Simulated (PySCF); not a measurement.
# Löwdin shares of the frontier orbitals

Compound: C7H12.
SMILES with atom numbers: `[CH3:1][CH2:2][C@@:3]12[CH2:4][CH2:5][C@@H:6]1[CH2:7]2` (hydrogens: H8, H9, H10 on C1; H11, H12 on C2; H13, H14 on C4; H15, H16 on C5; H17 on C6; H18, H19 on C7)

Cartesian coordinates in Å at the GFN2-xTB level; atoms count from 1:
```
atom  x, y, z in Å
C1     2.3252    0.1132    0.6357
C2     0.9752    0.8048    0.8138
C3    -0.0895    0.1413   -0.0098
C4    -0.7650   -1.1800    0.3562
C5    -2.0981   -0.6326   -0.1961
C6    -1.3951    0.6683   -0.5578
C7    -0.2535    0.3661   -1.4825
H8     2.6337    0.1530   -0.4063
H9     3.0860    0.5974    1.2435
H10    2.2563   -0.9307    0.9328
H11    1.0577    1.8539    0.5183
H12    0.6890    0.7770    1.8690
H13   -0.7907   -1.3634    1.4285
H14   -0.3662   -2.0610   -0.1466
H15   -2.8605   -0.5136    0.5704
H16   -2.5234   -1.1778   -1.0392
H17   -1.8360    1.6491   -0.4846
H18    0.2645    1.2197   -1.8952
H19   -0.3196   -0.4754   -2.1578
```

The calculation used TDDFT PBE0/def2-SVPD, vertical, gas phase, core orbitals frozen in the response (PySCF 2.14.0, density-fitted response routines).

Frontier orbitals with the atoms that hold most of them (Löwdin shares over 4%, at most four atoms; ? is withheld):

| orbital | ε (eV) | atoms |
| --- | --- | --- |
| HOMO-3 | -9.31 | C5 27%, C4 19%, C6 18%, C7 7% |
| HOMO-2 | -8.67 | C3 19%, C4 19%, C2 15%, C5 10% |
| HOMO-1 | -7.78 | ? |
| HOMO | -7.15 | C6 26%, C3 26%, C7 9%, C5 7% |
| LUMO | 0.82 | ? |
| LUMO+1 | 1.21 | C5 14%, C6 12%, H15 12%, H17 11% |
| LUMO+2 | 1.52 | H19 10%, C2 10%, H16 9%, H11 9% |

Q: Which atoms hold the HOMO-1, and with what shares?

A: C7 (bonded to 2 C and 2 H) 32%; C6 (bonded to 3 C and H) 17%; C3 (bonded to 4 C) 14%; C5 (bonded to 2 C and 2 H) 7%.

Q: Give the leading atoms of the LUMO.

A: C1 (bonded to C and 3 H) 15%; C2 (bonded to 2 C and 2 H) 11%; C4 (bonded to 2 C and 2 H) 8%; C7 (bonded to 2 C and 2 H) 7%.

Q: How does S1 compare with the orbital gap of 7.97 eV?

A: S1 is at 6.91 eV (f = 0.025), 1.06 eV below the gap, made of HOMO→LUMO (96%). Without the coupling terms of the response equations the lowest excitation would equal the gap.

Q: Give energy, strength and leading configuration of S1, S2, S3 and S6, and follow the Löwdin shares of the leading atoms from the occupied to the empty orbital.

A: 
- S1 (6.91 eV, f 0.025), HOMO→LUMO (96%): C6 26% → at most 7%, C3 26% → at most 7%, C1 at most 8% → 15%, C2 at most 8% → 11%
- S2 (7.24 eV, f 0.0088), HOMO→LUMO+1 (94%): C6 26% → 12%, C3 26% → at most 12%, C5 7% → 14%
- S3 (7.54 eV, f 0.018), HOMO-1→LUMO (86%): C7 32% → 7%, C6 17% → at most 7%, C1 at most 8% → 15%, C2 at most 8% → 11%
- S6 (7.91 eV, f 0.0036), HOMO-1→LUMO+1 (93%): C7 32% → at most 12%, C6 17% → 12%, C5 7% → 14%

One conformer stands for the species.

Without π bonds the low states may be Rydberg-like; a valence basis with one diffuse set may place them up to an eV too high.
